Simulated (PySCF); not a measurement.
Compound: C₄H₁₁B₂N.
Atom-mapped SMILES: `[BH2:1][N:2]([BH2:3])[CH:4]1[CH2:5][CH2:6][CH2:7]1` (hydrogens: H8, H9 on B1; H10, H11 on B3; H12 on C4; H13, H14 on C5; H15, H16 on C6; H17, H18 on C7)

Structure used (PBE0-D3(BJ)/def2-SVP), in Å, numbered top down from 1:
```
atom  x, y, z in Å
B1    -1.7128   -1.2988    0.6046
N2    -1.0718   -0.1917   -0.0209
B3    -1.7143    0.5044   -1.0837
C4     0.2240    0.2672    0.4759
C5     1.2774   -0.7648    0.9104
C6     2.3533    0.1789    0.3421
C7     1.2550    0.8455   -0.5067
H8    -2.7829   -1.6672    0.1904
H9    -1.1804   -1.8476    1.5408
H10   -1.1840    1.4749   -1.5709
H11   -2.7840    0.1133   -1.4779
H12    0.0566    0.9861    1.2965
H13    1.1883   -1.6806    0.3047
H14    1.3234   -1.0484    1.9715
H15    3.2013   -0.2763   -0.1888
H16    2.7496    0.8599    1.1105
H17    1.2817    1.9346   -0.6545
H18    1.1617    0.3593   -1.4906
```

Level of theory: TDDFT wB97X-D/def2-SVPD, vertical, gas phase, core orbitals frozen in the response in PySCF.

Transition dipole moments from the ground state, in atomic units and in the frame of the coordinates above (overall signs are arbitrary), for the states with f of 0.002 or more among the lowest 9:

```
state  E (eV)      μx      μy      μz
   S2   6.431   0.003   0.686  -0.638
   S4   7.248  -0.195   0.106   0.114
   S5   7.780   0.654   0.243   0.295
   S6   7.877  -0.019   0.098  -0.110
   S7   8.286   0.016   0.213  -0.199
   S8   8.417   0.110   0.258   0.269
   S9   8.428   0.166  -0.026  -0.034
```

Question: Work out the oscillator strengths.

Answer: f = (2/3) ΔE |μ|² with ΔE in hartree (27.2114 eV).

```
state  |μ|² (au)  |μ| (D)      f
   S2      0.878     2.38  0.138
   S4      0.062     0.63  0.011
   S5      0.574     1.93  0.109
   S6      0.022     0.38  0.004
   S7      0.085     0.74  0.017
   S8      0.151     0.99  0.031
   S9      0.029     0.44  0.006
```

Question: Which bond between heavy atoms lies closest to the direction of the S2 transition dipole?

Answer: B1–N2 and N2–B3, at 30° from it; next C4–C7 and C5–C6 at 45°.

Question: What angle do the transition dipoles of S7 and S8 make?

Answer: |cos θ| = |μa·μb| / (|μa| |μb|) = 0.03, so θ ≈ 89° (taken between 0 and 90°, since the signs are arbitrary).

Question: How is the summed strength of these states shared among x, y and z?

Answer: (2/3) Σ ΔE μα² gives 0.097 for x, 0.112 for y and 0.109 for z, 0.318 in all.

Question: What peak molar absorption coefficient would the strongest computed level give as a lone Gaussian band 0.5 eV wide at half height?

Answer: ε(max) = 2.175×10⁸ f / FWHM, with the width in cm⁻¹. S2: 2.175×10⁸ × 0.1383 / 4033 ≈ 7500 L mol⁻¹ cm⁻¹.

All these states lie below the vertical ionisation energy of 10.19 eV (ΔSCF).

On one thread, Arm Neoverse V2 (aarch64) (shared host), this took 4.1 min (grids of density and orbitals included) and 1.1 GiB of memory at its peak.

One conformer stands for the species.
